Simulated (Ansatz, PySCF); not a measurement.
Complex: H2O (SMILES O) (first 3 atoms) with CH2O (SMILES C=O); geometry from B3LYP-D3(BJ)/def2-TZVP.
(charge 0, multiplicity 1):
```xyz
7

O     -0.150     0.438    -0.115
H      0.492     0.168    -0.779
H     -0.524    -0.382     0.230
C     -0.002     0.572     2.699
O     -0.406    -0.548     2.859
H      1.077     0.812     2.700
H     -0.684     1.428     2.547
```

Basis-set superposition error: the interaction energy with monomers in their own basis, and in the dimer's basis (counterpoise).

The values were computed with Ansatz (a program for electronic structure) with Gaussian orbitals; PySCF for 6-31G* rows, M06-2X. Values without a source in brackets are computed.

```
level                uncorrected (kcal/mol)  counterpoise (kcal/mol)  difference
-------------------  ----------------------  -----------------------  ----------
BLYP/def2-TZVPPD                      -1.39                    -1.34        0.04
B97M-V/def2-TZVPPD                    -3.20                    -3.17        0.03
PBE0/def2-TZVPPD                      -2.52                    -2.48        0.03
M06-2X/def2-TZVPPD                    -3.47                    -3.43        0.04
wB97M-V/def2-TZVPPD                   -3.13                    -3.10        0.03
B2PLYP/def2-TZVPPD                    -2.45                    -2.32        0.13
MP2/6-31G*                            -4.06                    -2.08        1.98
SCS-MP2/aug-cc-pVDZ                   -2.87                    -2.09        0.78
CCSD(T)/aug-cc-pVDZ                   -3.27                    -2.45        0.82
CCSD(T)/aug-cc-pVTZ                   -3.15                    -2.80        0.34
```

The error is largest for MP2/6-31G* (1.98 kcal/mol) and smallest for B97M-V/def2-TZVPPD (0.03 kcal/mol).
